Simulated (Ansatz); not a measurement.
`B[SiH](B)[SiH2]C` + `CF` → `B[SiH](B)CF` + `C[SiH3]`  (formal exchange of groups at the Si–Si bond)

Isolated molecules relaxed with PBE0-D4/def2-TZVP in Ansatz; ΔE leaves out vibrations. CBS: MP2 limit from def2 TZ/QZ plus the TZ coupled-cluster correction, frozen cores. This one scheme is used for every species. DFT in def2-TZVPP. B3LYP here is the variant with VWN-RPA as its local correlation; programs differ in this. Each species was taken in one conformer, which may not be the lowest.

(1) Is it downhill or uphill in electronic energy at CCSD(T)/CBS, and by how much? (Best estimate.)

(2) What do these levels give: PBE-D4, PBE0-D4, B3LYP-D4, MP2/def2-QZVPP, SCS-MP2/def2-QZVPP, HF/CBS(def2)? (Best estimate.)

Largest T1 diagnostic among the species: 0.015.

Answers

(1) Ansatz gave: Uphill: ΔE = +43.6 kJ/mol.

(2) The calculation gave: PBE-D4 57.6, PBE0-D4 54.5, B3LYP-D4 43.1, MP2/def2-QZVPP 45.2, SCS-MP2/def2-QZVPP 36.7, HF/CBS(def2) 16.7 kJ/mol.

In def2-TZVPP, CCSD(T) changes the Hartree–Fock value by +25.8 kJ/mol (the triples alone add +5.2 kJ/mol) and MP2 by +27.8 kJ/mol. The D4 term adds +8.1 kJ/mol with B3LYP and +4.8 kJ/mol with PBE0; it sums over pairs of atoms, weighted by their polarisabilities, and B3LYP, whose exchange is more repulsive, gets the larger term.
